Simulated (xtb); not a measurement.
C3H9GeO4, SMILES C[O][Ge]([O])([O]C)[O]C (connectivity only; charge and spin as stated), charge -1, multiplicity 1. All values are semi-empirical tight-binding results from xtb (GFN2-xTB unless named), good for trends rather than for accurate numbers. Geometry: GFN2-xTB. The spin state was assumed, not searched. The isomer is the one that the SMILES or the coordinates give; other isomers of the formula were not compared. One conformer was computed; it need not be the lowest.

Optimised geometry:

```xyz
17

C     -0.3434     2.5316     0.6520
O     -0.0271     1.8015    -0.4951
Ge     0.0300     0.0052    -0.4313
O      0.4074    -0.8223    -1.7585
O     -1.6156    -0.3065     0.3500
C     -2.0020    -1.6055     0.6504
O      1.1677    -0.3048     1.0235
C      2.2643    -1.1455     0.8919
H     -0.2065     3.5941     0.4143
H     -1.3797     2.3639     0.9583
H      0.3066     2.2662     1.4900
H     -1.8389    -2.2893    -0.1910
H     -1.4565    -2.0025     1.5164
H     -3.0740    -1.5922     0.8901
H      2.1863    -1.9763     1.6088
H      3.1888    -0.5910     1.1076
H      2.3424    -1.5653    -0.1155
```
Charge -1, spin multiplicity 1.

For metal compounds this method's bond lengths and energies can be far off.

- orbital gap = 6.52 eV
- zero-point energy = 76.7 kcal/mol
- G − E(el) at 298.15 K (modified RRHO) = 51.6 kcal/mol

Problem. Give the atomic charges and the Wiberg bond orders between heavy atoms. (Estimate from the structure and the level; the computed values follow.)

Solution. charges (e) C1 0.07, O2 -0.40, Ge3 0.48, O4 -0.52, O5 -0.42, C6 0.08, O7 -0.44, C8 0.08, H9 0.00, H10 0.02, H11 0.02, H12 0.01, H13 0.00, H14 0.00, H15 -0.01, H16 -0.01, H17 0.02. Bond orders C1–O2 1.02, O2–Ge3 0.91, Ge3–O4 1.70, Ge3–O5 0.84, O5–C6 1.03, Ge3–O7 0.83, O7–C8 1.03.
